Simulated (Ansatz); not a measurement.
## K⁺ ··· HBr

The pair of K⁺ (SMILES [K+], atom 1) and HBr (SMILES Br, atoms 2–3), both closed shells, in one local arrangement (a lower one may exist), relaxed at PBE0-D4/def2-TZVP:

```json
{"atom": "K1", "x (Å)": "-0.0196", "y (Å)": "0.0456", "z (Å)": "-2.3936"}
{"atom": "Br2", "x (Å)": "-0.2472", "y (Å)": "0.5768", "z (Å)": "0.9101"}
{"atom": "H3", "x (Å)": "0.2667", "y (Å)": "-0.6224", "z (Å)": "1.4836"}
```

Ansatz 0.2.0; basis: def2-TZVPPD, with def2-QZVPPD for the basis limit; cores frozen in the correlated methods. Filled d shells of the heavier atoms are correlated. The outer core shell of Li, Na, Mg and K is correlated. The def2 sets are not built for correlating such inner shells, so the correlated values are less sure here. B3LYP uses VWN-RPA correlation. Extrapolation: Hartree–Fock as exp(−7.88 √X), correlation as X^−2.97. Interaction energies count from these two fragments, frozen as in the pair, with the counterpoise correction; negative means bound.

Task: What is the interaction energy by CCSD(T) at an estimated basis limit (MP2 extrapolated from triple and quadruple zeta, plus CCSD(T) − MP2 in triple zeta)? (To be estimated.)

Result: The calculation gives: -30.0 kJ/mol. Hartree–Fock alone gives -24.2 kJ/mol at the basis limit. It counts from the two fragments frozen as in the pair.

The same quantity by other methods in triple zeta, and each one's difference from that estimate:
| method | E_int (kJ/mol) | difference |
| --- | --- | --- |
| PBE-D4 | -31.5 | -1.6 |
| revPBE-D4 | -29.0 | 1.0 |
| BLYP-D4 | -30.4 | -0.4 |
| r2SCAN-D4 | -28.7 | 1.3 |
| B97M-V | -29.4 | 0.6 |
| PBE0-D4 | -30.7 | -0.7 |
| B3LYP-D4 | -30.8 | -0.8 |
| HSE06-D4 | -30.8 | -0.8 |
| wB97X-V | -29.6 | 0.4 |
| wB97M-V | -29.6 | 0.4 |
| B2PLYP | -27.3 | 2.7 |
| HF | -23.5 | 6.5 |
| MP2 | -27.1 | 2.9 |
| CCSD | -25.8 | 4.1 |
| CCSD(T) | -26.1 | 3.8 |
Differences are method less estimate.

Task: Which atoms make the shortest contact between the fragments?

Result: K1 and Br2, 3.35 Å apart.

Basis-set superposition shift (counterpoise-corrected less uncorrected): CCSD(T) 2.2; MP2 2.2; HF 0.3; PBE0-D4 0.3; wB97M-V 0.3 kJ/mol.

No T1 diagnostic of these runs exceeds 0.006.

For scale, one of the runs: CCSD(T)/def2-TZVPPD, 110 basis functions, launched by `ansatz run in.yaml --threads 2 --pin off --events-out ev --progress --plain --max-ram 5222MiB`. Hardware: 2 CPU threads, shared host. Wall time about 2.8 s.
